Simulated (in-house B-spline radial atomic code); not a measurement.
## Ni4+: [Ne] 3s2 3p5 3d6 7g1 (an excited or competing configuration)

Method: Dirac-Hartree-Fock, average of configuration, Fermi nucleus of rms radius 3.7757 fm. Calculated with a radial B-spline atomic code at the basis-set limit.

Screening seen three ways: the hydrogenic charge with the same mean radius, Z_r = [3n² - l(l+1)]/(2<r>), the one with the same energy, Z_e = n√(-2ε), and Slater's rules. Values are occupation-weighted means over j.

| shell | electrons | ε (eV) | <r> (bohr) | Z_r | Z_e | Slater |
| --- | --- | --- | --- | --- | --- | --- |
| 1s | 2 | -8501.2 | 0.05405 | 27.75 | 25.00 | 27.70 |
| 2s | 2 | -1143.9 | 0.2433 | 24.66 | 18.34 | 23.85 |
| 2p | 6 | -993.13 | 0.215 | 23.26 | 17.09 | 23.85 |
| 3s | 2 | -219.08 | 0.7192 | 18.77 | 12.04 | 17.10 |
| 3p | 5 | -174.02 | 0.7435 | 16.81 | 10.73 | 17.10 |
| 3d | 6 | -102.44 | 0.7916 | 13.26 | 8.23 | 9.25 |
| 7g | 1 | -6.9454 | 12.69 | 5.00 | 5.00 | - |

The least bound orbital is 7g9/2 at -6.945 eV, and it is also the most diffuse (<r> = 12.69 bohr).

Spin-orbit splittings of the orbital energies (j = l + 1/2 above j = l - 1/2 when positive): 2p 17.75 eV, 3p 2.506 eV, 3d 0.3173 eV, 7g 4.84e-05 eV.

For the 1s electron the small component carries 1.02 % of the norm, the zero-frequency Breit interaction raises the level by 10.56 eV, self-energy by 5.315 eV, and vacuum polarisation lowers it by 0.4728 eV.
